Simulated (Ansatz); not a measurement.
Ligand exchange: Sc(CH3)3 + GeH3F → Sc(CH3)2F + GeH3(CH3)

Species: Sc(CH3)3, singlet; GeH3F (fluorogermane) `[F][GeH3]`, singlet; Sc(CH3)2F, singlet; GeH3(CH3) (methyl germane), singlet. The partners trade CH3 for F: Sc–CH3 and Ge–F bonds give way to Sc–F and Ge–CH3.

Shapes, held fixed at every level: PBE0-D4/def2-TZVP. Programs: Ansatz 0.2.0. Electronic energies: no zero-point or thermal term.

```tsv
level	kind	ΔE (kJ/mol)	less CCSD(T)/def2-TZVPP
HF/def2-SVP	Hartree–Fock	-193.5	+1.7
PBE-D4/def2-TZVPP	GGA	-192.1	+3.1
B3LYP-D4/def2-TZVPP	global hybrid	-189.0	+6.2
PBE0-D4/def2-TZVPP	global hybrid	-192.0	+3.2
wB97X-V/def2-TZVPP	range-separated hybrid	-192.3	+2.9
B2PLYP/def2-TZVPP	double hybrid	-193.2	+2.0
CCSD/def2-SVP	coupled cluster or CI	-204.4	-9.2
CCSD(T)/def2-TZVPP	coupled cluster or CI	-195.2	0.0
```

The highest level, CCSD(T)/def2-TZVPP, gives ΔE = -195.2 kJ/mol; the levels span -204.4 to -189.0. The column of differences is taken from that level and isn't an error. No measured value is set beside it here. Relativity is left out for Ge. Outer-core shells of Ge, Sc are correlated, in sets that cover them unevenly.
